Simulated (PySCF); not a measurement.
AlHF₂, SMILES [F][AlH][F].

Geometry: B3LYP-D3(BJ)/def2-TZVP.

These are PySCF with B3LYP-D3(BJ)/def2-TZVP values and carry that method's errors.

Frequencies are harmonic and unscaled.

| mode | ν (cm⁻¹) | IR (km/mol) | Raman (Å⁴/amu) | depolarisation | moving atoms (share of kinetic energy) |
|---|---|---|---|---|---|
| 1 | 261 | 42.1 | 0.4 | 0.65 | F 71 %, Al 28 % |
| 2 | 493 | 199.0 | 2.9 | 0.75 | H 72 %, Al 22 % |
| 3 | 658 | 83.5 | 6.9 | 0.75 | H 93 % |
| 4 | 774 | 73.3 | 4.6 | 0.07 | F 72 %, Al 27 % |
| 5 | 922 | 200.3 | 0.5 | 0.75 | Al 52 %, F 47 % |
| 6 | 2043 | 78.9 | 126.2 | 0.09 | H 96 % |
